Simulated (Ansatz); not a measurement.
Cartesian coordinates in Å:
```
O 1.410 1.620 -0.519
C 0.708 0.691 -0.350
C -0.370 0.236 0.619
B -0.321 -1.008 -0.348
O 0.671 -0.471 -1.152
H -0.017 0.127 1.645
H -1.255 0.875 0.618
H -0.825 -2.070 -0.513
```

Charge 0, multiplicity 1.

**Question.** List the ωB97M-V/def2-TZVPP orbital energies in eV (Ansatz). (Best estimate.)

**Answer.** Ansatz gave: Occupied: -527.52, -526.57, -285.67, -281.88, -189.29, -34.01, -32.20, -24.10, -19.38, -17.53, -16.68, -16.40, -15.53, -13.90, -13.53, -12.72, -12.03, -10.94. Lowest empty: 0.86, 2.02, 2.05, 2.83, 3.05, 3.58, 4.82, 5.50.
